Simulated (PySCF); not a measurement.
These are PySCF with r2SCAN-D4/def2-TZVP values and carry that method's errors. All species are isolated molecules in the gas phase. One relaxed conformer stands for a flexible species; it need not be the lowest. 

Reference species (SMILES): `[OH][Ga]([Cl])[Cl]` (H–O–Ga–Cl torsion 180°) (neutral, multiplicity 1).

S1 oscillator strength: 0.002
LUMO: -2.21 eV

Changed species: `[Cl][Ga]([Cl])[Cl]` (0 of 3 Cl replaced by OH; the reference has 1 of 3 Cl replaced by OH).

**Question.** Predict the effect on the S1 oscillator strength and LUMO.

**Answer.** the S1 oscillator strength stays essentially unchanged; the LUMO drops by 0.41 eV, to -2.62 eV.
